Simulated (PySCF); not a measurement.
B3LYP has the VWN-RPA correlation part, as in Gaussian. 

Species: H3B, SMILES `B` (charge 0, multiplicity 1).

**Question.** Give the HOMO, dipole moment and LUMO at the level B3LYP-D3(BJ)/def2-TZVP in PySCF.

**Answer.** 
```json
{
 "HOMO": "-9.75 eV",
 "dipole_moment": "0.00 D",
 "LUMO": "-2.22 eV"
}
```
